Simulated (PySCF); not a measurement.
Identify the unknown among the candidates.

All candidates are C5H11B.

* Rotational structure: rotational constants A, B, C: 4.547, 3.476, 2.183 GHz [PBE0-D3(BJ)/def2-SVP]
* Polarisability: 74.0 au [PBE0/def2-SVPD]
* Dipole: 0.76 D [PBE0/def2-SVPD]
* UV, strongest line: among the 6 lowest singlet transitions: S4 at 6.42 eV (193 nm, f = 0.017) [TDDFT PBE0/def2-SVPD]
* UV, first state: lowest singlet excitation: 5.20 eV (239 nm, f = 0.005) [TDDFT PBE0/def2-SVPD]

Electronic properties: PySCF, gas phase, density fitting. Levels stand in brackets. The structure is a single PBE0-D3(BJ)/def2-SVP conformer in the gas phase; no vibrational or solvent corrections.

**Question.** Which candidate is it?
A. `B[C@H](C)CC=C`
B. `B/C=C(/C)CC`
C. `CBC/C=C/C`
D. `B[C@@H]1CC[C@H]1C`
E. `CBC/C=C\C`

**Answer.** D. It is `B[C@@H]1CC[C@H]1C`. Numbering: `[BH2:1][C@@H:2]1[CH2:3][CH2:4][C@H:5]1[CH3:6]`. S1 is mainly HOMO→LUMO (weight 0.97); the largest Löwdin shares of the orbital it empties are 0.23 on the sp3 carbon bound to boron, 0.19 on the three-coordinate boron, 0.14 on a four-membered-ring carbon and 0.13 on a four-membered-ring carbon, of the orbital it fills 0.54 on the three-coordinate boron, 0.13 on the sp3 carbon bound to boron and 0.10 on each of 2 atoms of one kind (B–H hydrogen). The optimised geometry has point group C1 and is an asymmetric top.

The others, at the same levels:
- `B[C@H](C)CC=C` fails: its computed lowest singlet excitation is 4.97 eV (249 nm, f = 0.006) (against 5.20 eV), strongest line among the 6 lowest singlet transitions is S5 at 7.11 eV (174 nm, f = 0.060) (against S4 at 6.42 eV) and static isotropic polarisability is 77.4 au (against 74.0 au).
- `CBC/C=C/C` fails: its computed lowest singlet excitation is 4.82 eV (257 nm, f = 0.001) (against 5.20 eV), strongest line among the 6 lowest singlet transitions is S5 at 6.85 eV (181 nm, f = 0.016) (against S4 at 6.42 eV) and static isotropic polarisability is 79.9 au (against 74.0 au).
- `B/C=C(/C)CC` fails: its computed strongest line among the 6 lowest singlet transitions is S2 at 5.21 eV (238 nm, f = 0.344) (against S4 at 6.42 eV), static isotropic polarisability is 80.8 au (against 74.0 au) and rotational constant A is 4.072 GHz (against 4.547 GHz).
- `CBC/C=C\C` fails: its computed lowest singlet excitation is 4.73 eV (262 nm, f = 0.006) (against 5.20 eV), strongest line among the 6 lowest singlet transitions is S6 at 7.07 eV (175 nm, f = 0.039) (against S4 at 6.42 eV) and static isotropic polarisability is 78.7 au (against 74.0 au).

Each candidate is one conformer, not necessarily the lowest. Dipoles, sizes and rotational constants follow the conformer. The torsions of the flexible species, by atom-mapped SMILES:
- `[BH2:1][C@H:2]([CH3:3])[CH2:4][CH:5]=[CH2:6]`: B1–C2–C4–C5 -56°, C2–C4–C5–C6 123°
- `[CH3:1][BH:2][CH2:3]/[CH:4]=[CH:5]/[CH3:6]`: C1–B2–C3–C4 156°, B2–C3–C4–C5 -127°
- `[BH2:1]/[CH:2]=[C:3](/[CH3:4])[CH2:5][CH3:6]`: C2–C3–C5–C6 -97°
- `[CH3:1][BH:2][CH2:3]/[CH:4]=[CH:5]\[CH3:6]`: C1–B2–C3–C4 159°, B2–C3–C4–C5 100°
